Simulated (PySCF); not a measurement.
C3H12NSi2 (doublet state).
Geometry (GFN2-xTB, Å), atoms numbered from 1 in this order:
```xyz
18
C3H12NSi2 angstrom
C     -1.3793    1.4366    0.4951
C     -1.3376    0.7117   -0.8506
N     -0.3982   -0.3791   -0.8755
C     -0.8718   -1.5917   -0.2664
Si     1.2856   -0.1582   -1.1845
Si     2.6984   -0.3960    0.5979
H     -1.6631    0.7515    1.2906
H     -2.1030    2.2473    0.4631
H     -0.3985    1.8478    0.7258
H     -1.0530    1.4225   -1.6298
H     -2.3368    0.3281   -1.0898
H     -1.0356   -1.4791    0.8120
H     -1.8183   -1.9003   -0.7224
H     -0.1411   -2.3836   -0.4166
H      1.2799    1.1319   -1.8990
H      4.0608   -0.3936    0.0531
H      2.7412    0.5242    1.7511
H      2.4618   -1.7135    1.2075
```

The hyperfine couplings belong to this conformer and change with its torsions.

The species is `CCN(C)[SiH][SiH3]` [radical].

Method: UKS B3LYP, pcH-1 on C H N Si, non-relativistic, mean-field spin-orbit, GIAO (PySCF). One conformer (not necessarily the lowest) at the GFN2-xTB geometry, without solvent, vibrations or thermal averaging. A GFN2-xTB geometry isn't a minimum of the functional, and hyperfine couplings can be far from their values at a DFT geometry, by a factor of two or more for some ions and for spin on atoms past the first row. No stability test was run, so a lower SCF solution isn't excluded.

(1) Match the computed a_iso(13C) values +7.7, -3.1, +2.7 MHz with the sites C1; C2; C4.

(2) Match the computed a_iso(29Si) values -430.6, -131.2 MHz with the sites Si5; Si6.

Results:

(1) 
| site | a_iso (MHz) | ρ(0) (bohr⁻³) | position | distance from Si5 (Å) | spin population | largest \|T\| (MHz) |
| --- | --- | --- | --- | --- | --- | --- |
| C1 | +2.7 | +0.0024 | 3 bonds from Si5 | 3.53 | +0.01 | 2.8 |
| C2 | +7.7 | +0.0069 | 2 bonds from Si5 | 2.78 | 0.00 | 3.2 |
| C4 | -3.1 | -0.0028 | 2 bonds from Si5 | 2.75 | -0.01 | 1.3 |

(2) 
```tsv
site	a_iso (MHz)	ρ(0) (bohr⁻³)	position	distance from Si5 (Å)	spin population	largest |T| (MHz)
Si5	-430.6	+0.4854	largest spin population	0.00	+0.76	128.5
Si6	-131.2	+0.1478	1 bond from Si5	2.29	+0.08	23.0
```

ρ(0) is the spin density at the nucleus and T the dipolar tensor; a_iso includes a spin–orbit part; entries for several nuclei are means. The largest Mulliken spin populations are on Si5 (+0.76), N3 (+0.12) and Si6 (+0.08). Si5 is the only atom above +0.15. The angles at Si5 add up to 336.1°, so it is pyramidal.

Nuclei that the bonding pattern makes equivalent are averaged, as if the motion that swaps them (rotation, inversion, ring flip) were fast. The three 1H nuclei of mean +25.7 MHz run from -8.5 to 92.1 MHz in the frozen geometry. The three 1H nuclei of mean +7.7 MHz run from -0.4 to 12.1 MHz in the frozen geometry. The 1H value of +5.0 MHz is a mean of couplings from -1.2 to 11.3 MHz in this one geometry, not an average over conformers.

Hardware: one thread, AMD EPYC (x86_64), shared host with 64 logical CPUs at a one-minute load of 55. Cost: 2.2 min (grids of density and orbitals included), 0.96 GiB resident at most.
